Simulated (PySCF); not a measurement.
PySCF input file for GeH2Br2, SMILES [GeH2]([Br])[Br], PBE/pcSseg-1. Geometry optimised at B3LYP-D3(BJ)/def2-SVP.

```python
import numpy as np
from pyscf import gto, scf, dft
from pyscf.prop.nmr import rks as nmr

mol = gto.M(
    atom='''
    Ge    0.00000000    0.00000000   -0.88387454
    Br    1.89544464    0.00000000    0.45293887
    Br   -1.89544464   -0.00000000    0.45293886
    H     0.00000001   -1.29271971   -1.71086767
    H     0.00000001    1.29271971   -1.71086767
    ''',
    basis='pcSseg-1',
    charge=0,
    spin=0,
    max_memory=1600,
    verbose=3,
)
mf = dft.RKS(mol, xc='pbe')
mf.grids.level = 3
mf.conv_tol = 1e-10
mf.max_cycle = 100
mf.kernel()
n = nmr.NMR(mf)
n.verbose = 2
n.max_cycle_cphf = 60
sigma = n.kernel()
print('atom   isotropic/ppm   span/ppm')
for i, s in enumerate(sigma):
    w = np.linalg.eigvalsh((s + s.T) / 2)
    print(f'{mol.atom_symbol(i):2s}{i + 1:3d} {w.mean():14.3f} {w[2] - w[0]:11.3f}')
```

It prints:

```
converged SCF energy = -7224.76231347509
atom   isotropic/ppm   span/ppm
Ge  1       1192.606     363.517
Br  2       2387.210     846.623
Br  3       2387.210     846.623
H   4         24.418      19.904
H   5         24.418      19.904
```

The run converged.
